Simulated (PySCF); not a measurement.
# Electronic absorption of C4H9NO2Si

C4H9NO2Si.
SMILES: `N(=C)[SiH]1OCCCO1`

Level of theory: TDDFT B3LYP/def2-SVPD, vertical, gas phase, core orbitals frozen in the response (PySCF 2.14.0, density-fitted response routines). Geometry: GFN2-xTB, one conformer, isolated molecule.

```
state  λ (nm)  E (eV)       f  symmetry  main configurations (H = HOMO, L = LUMO)
   S1   308.2    4.02  0.0004         –                                 H→L (99%)
   S2   215.8    5.74  0.0001         –                               H-1→L (99%)
   S3   207.2    5.98  0.0075        A′                               H-2→L (99%)
   S4   200.2    6.19   0.014        A′                               H-3→L (98%)
   S5   191.7    6.47   0.041        A′                  H→L+2 (76%), H→L+1 (22%)
   S6   185.7    6.68   0.034        A′                  H→L+1 (76%), H→L+2 (22%)
   S7   175.7    7.06  0.0038        A″                  H→L+4 (59%), H→L+5 (35%)
   S8   171.1    7.25   0.050        A′                             H-1→L+1 (94%)
```

Triplets, Tamm–Dancoff:

```
state  E (eV)  λ (nm)  main configurations (H = HOMO, L = LUMO)
   T1    3.43   361.5                                 H→L (98%)
   T2    5.26   235.8                  H-5→L (78%), H-3→L (14%)
   T3    5.64   219.7                               H-1→L (98%)
```

The lowest singlet comes at 308 nm (388 kJ/mol) in the ultraviolet; it is dark (f under 0.0005); its leading configuration is HOMO→LUMO (99%). The strongest level in the table is S8 at 7.25 eV (171 nm, f = 0.050). It is the last of those listed, so stronger ones may follow. Löwdin shares by element: HOMO nitrogen 57%, carbon 16% or more, silicon 9%, hydrogen 6% or more; LUMO carbon 42% or more, nitrogen 34%, hydrogen 13% or more. Weighted by f, the mean energy of these states is 6.73 eV. The oscillator strengths of these states sum to 0.151; summed over the whole spectrum of an exact calculation they would give the number of electrons, 70 (Thomas–Reiche–Kuhn). Orbital energies (eV): HOMO-3 -8.16, HOMO-2 -7.95, HOMO-1 -7.78, HOMO -6.85, LUMO -1.17, LUMO+1 0.38, LUMO+2 0.65. Symmetry labels in Cs follow from the direction of the transition dipole and are given only for states with f of 0.002 or more. Singlets were solved by full linear response, triplets in the Tamm–Dancoff approximation.
